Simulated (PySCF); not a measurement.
Shapes and spin states of Ta(OH)₂

Level of theory: PBE0 in PySCF with Ta def2-TZVP with ECP60, O def2-TZVP, H def2-TZVP; scalar-relativistic core potentials, no spin–orbit coupling; density-fitted integrals.

Relaxations began from a few typed shapes and spin states; open shells are unrestricted. The search is not exhaustive: other isomers or separated fragments can lie lower, and high-lying points may rest on an excited occupation.

Problem. Order these stationary points by electronic energy, lowest first, in kJ/mol from the lowest minimum.
A. doublet (⟨S²⟩ 1.28) D∞h: O–H 0.952 Å (×2), Ta–O 1.872 Å (×2); H–O–Ta 180.0° (×2), O–Ta–O 180.0°
B. quartet D∞h: O–H 0.951 Å (×2), Ta–O 1.890 Å (×2); H–O–Ta 180.0° (×2), O–Ta–O 180.0°

Solution. B (0.0), A (12.4).

Problem. Which of them are minima?

Solution. By energy in kJ/mol, 0.0: minimum; 12.4: not settled, its softest mode being under 30 cm⁻¹.

For the lowest minimum: other spin states or occupations of the open shell can lie lower. Spin–orbit coupling, left out here, can matter for elements this heavy.

The electron or spin density has lower symmetry than the nuclear frame for the doublet (⟨S²⟩ 1.28) D∞h at 12.4 kJ/mol.
